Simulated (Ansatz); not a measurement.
Input file for CH₆BIOSi (`OB([SiH3])CI`):

```yaml
crystal:
  periodic: [false, false, false]
  atoms:
    - {symbol: O, position_ang: [-1.626357, 0.902565, 0.266303]}
    - {symbol: B, position_ang: [-0.538253, 0.157174, -0.059074]}
    - {symbol: Si, position_ang: [0.883319, -0.363220, 1.304047]}
    - {symbol: C, position_ang: [-0.433510, -0.279817, -1.560692]}
    - {symbol: I, position_ang: [0.998857, 1.195244, -2.215702]}
    - {symbol: H, position_ang: [-1.638481, 1.219775, 1.172053]}
    - {symbol: H, position_ang: [1.317790, 0.813611, 2.110245]}
    - {symbol: H, position_ang: [0.308695, -1.351412, 2.265619]}
    - {symbol: H, position_ang: [2.079647, -0.981624, 0.673885]}
    - {symbol: H, position_ang: [-1.326222, -0.133797, -2.166281]}
    - {symbol: H, position_ang: [0.039812, -1.235498, -1.769701]}
basis:
  gaussian: {orbitals: def2-TZVPP}
correlation: {method: ccsd_t}
```

```sh
$ ansatz run in.yaml --threads 4 --pin off --events-out ev --progress --plain --max-ram 10444MiB
```

Output of Ansatz, abridged:

```
Functional definition: HF
1766 factors; integrals over basis functions are off by at most 1.0e-3 eV
mean field evaluation 1: about -19768.3754 eV, gradient 3.8e1 eV
mean field evaluation 2: about -19768.5604 eV, gradient 3.8e1 eV
mean field evaluation 4: about -19772.0885 eV, gradient 4.3e0 eV
mean field evaluation 8: about -19772.1659 eV, gradient 2.9e-1 eV
mean field -19772.16641917 eV, -726.6137138488 hartree, gradient 4.2e-6 eV, S^2 0.000000; 0 other end points of the search recorded, 0 dependent functions left out
12 core orbitals not correlated: weight in the atoms' cores, before any rotation towards them, 1.000 or more for the frozen orbitals, at most 0.000 for the correlated occupied ones
reference -19772.16641917 eV, -726.6137138488 hartree; 20, 20 occupied and 237, 237 virtual orbitals, 1766 factors
second order -30.98635618 eV of doubles, -0.00000000 eV of singles
cycle   1  -30.37400337 eV  change    6.1e-1 eV  update   1.2e-1
cycle   2  -31.16909625 eV  change   -8.0e-1 eV  update   3.5e-2
cycle   3  -31.30841466 eV  change   -1.4e-1 eV  update   1.8e-2
cycle   4  -31.27704663 eV  change    3.1e-2 eV  update   4.7e-3
cycle   5  -31.27682748 eV  change    2.2e-4 eV  update   2.4e-3
cycle   6  -31.27853748 eV  change   -1.7e-3 eV  update   6.5e-4
cycle   7  -31.27795566 eV  change    5.8e-4 eV  update   2.7e-4
cycle   8  -31.27784100 eV  change    1.1e-4 eV  update   8.3e-5
cycle   9  -31.27791614 eV  change   -7.5e-5 eV  update   3.5e-5
cycle  10  -31.27792161 eV  change   -5.5e-6 eV  update   1.2e-5
perturbative correction -1.02693873 eV, -0.0377393023 hartree
Total energy: -19804.47127951 eV, -727.8008955693 hartree
```

It took 5.7 min on 4 threads of an Arm Neoverse V1 on a shared host, with 7.6 GiB of host memory at the peak.

The correlation energy is -32.305 eV, 3.2 % of it from (T); the T1 diagnostic reads 0.0119.
